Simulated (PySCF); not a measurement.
A GIAO shielding run with PySCF 2.14.0 with density-fitted response routines (density fitting, non-relativistic, gas phase) on SMILES [C@@]([SiH2]C=C)(C)(Cl)COC, C6H13ClOSi:

```
$ OMP_NUM_THREADS=1 python probes_run.py task.json out

{"job": {"kind": "nmr", "xc": "PBE0", "basis": "pcSseg-1"}, "charge": 0, "multiplicity": 1}
C     -2.046686     1.903349     0.973239
C     -2.011340     0.775094     0.282804
Si    -1.123220    -0.788524     0.829830
C      0.031508    -1.338183    -0.609935
C      0.949080    -2.479741    -0.227955
Cl    -0.989505    -1.871442    -1.986772
C      0.810856    -0.110398    -1.044489
O      1.131987     0.558376     0.154214
C      1.626560     1.858382    -0.032034
H     -2.566386     2.784329     0.625981
H     -1.553244     1.995446     1.926613
H     -2.530513     0.736938    -0.668790
H     -0.357609    -0.624085     2.060985
H     -2.098343    -1.880184     0.972154
H      0.373995    -3.328841     0.133642
H      1.609840    -2.140101     0.566408
H      1.553204    -2.803685    -1.075633
H      0.185231     0.534526    -1.677686
H      1.723241    -0.363062    -1.606678
H      0.896095     2.488214    -0.553644
H      2.560317     1.847416    -0.606410
H      1.814523     2.265560     0.959187
```

Hardware: 1 thread of an Arm Neoverse V1, shared host. The job also computes population analyses, field gradients.

**Question.** How large is the calculation?

**Answer.** 88 electrons, 232 basis functions and 1247 auxiliary functions.

**Question.** How long does it take, and how much memory does it need?

**Answer.** 61 s of wall time, with 13 SCF cycles and 5 response iterations; peak memory 1 GiB. Times on a shared host scatter by some tens of per cent.
